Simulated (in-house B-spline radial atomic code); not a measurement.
# LDA exchange-only excitations of Kr⁸⁺

Method: LDA exchange-only. Computed with a B-spline radial code for spherical atoms: linear response of the closed shell [Ar] 3d10 with the functional's adiabatic kernel; non-relativistic, point nucleus, no spin-orbit coupling, no double excitations, S, P, D and F terms only. Only terms of natural parity with L up to 3 were computed.

Without relativity these are model numbers for so heavy an element.

Command:
```bash
python run_td.py task.json out
```
Settings (radii: box in bohr, nucleus in fm):
```
Z                        36
electrons                28
configuration            [Ar] 3d10
hamiltonian              nr
method                   lda,
box_radius               11.59
intervals                52
```

Cost of the run: 0.6 s on 1 thread of Intel(R) Xeon(R) Platinum 8259CL CPU @ 2.50GHz (Skylake/Cascade Lake), with other jobs on the host.

The lowest states, in the order of their Tamm-Dancoff energies; the method's threshold (minus the highest occupied level) is 214.33 eV. Labels give the largest channel, * marks a mixed state, and oscillator strengths are full-response dipole values. Semilocal kernels can invert the small singlet-triplet splittings of Rydberg terms. Energies in eV:

| state | full response | Tamm-Dancoff | oscillator strength |
| --- | --- | --- | --- |
| 3d → 4s 3D | ? | ? | - |
| 3d → 4s 1D | 83.50 | 83.52 | - |
| 3d → 4p 3P | 99.93 | 99.95 | - |
| 3d → 4p 3F | 100.34 | 100.35 | - |
| 3d → 4p 1F | ? | ? | - |
| 3d → 4p 1P | 102.39 | 102.49 | 0.527 |
| 3d → 4d 3S | 127.66 | 127.71 | - |
| 3d → 4d 3D | 129.31 | 129.32 | - |
| 3d → 4d 1D | 130.39 | 130.41 | - |
| 3d → 4d 1S | 137.81 | 138.82 | - |
| 3d → 5s 3D | 147.72 | 147.72 | - |
| 3d → 5s 1D | 147.97 | 147.98 | - |

(1) Where does 3d → 4p 1F lie?

(2) Where does 3d → 4s 3D lie?

(3) How large is the singlet-triplet splitting of 3d → 4s (D terms) in Tamm-Dancoff?

(4) What polarisabilities and dispersion coefficient does the method give?

Answers

(1) At 101.07 eV in full response, 101.07 eV in Tamm-Dancoff.

(2) At 82.60 eV in full response, 82.61 eV in Tamm-Dancoff.

(3) 0.905 eV, from the unrounded values.

(4) Dipole 0.211 bohr³, quadrupole 0.1436 bohr⁵, C6 0.2479 hartree·bohr⁶ for two such species.
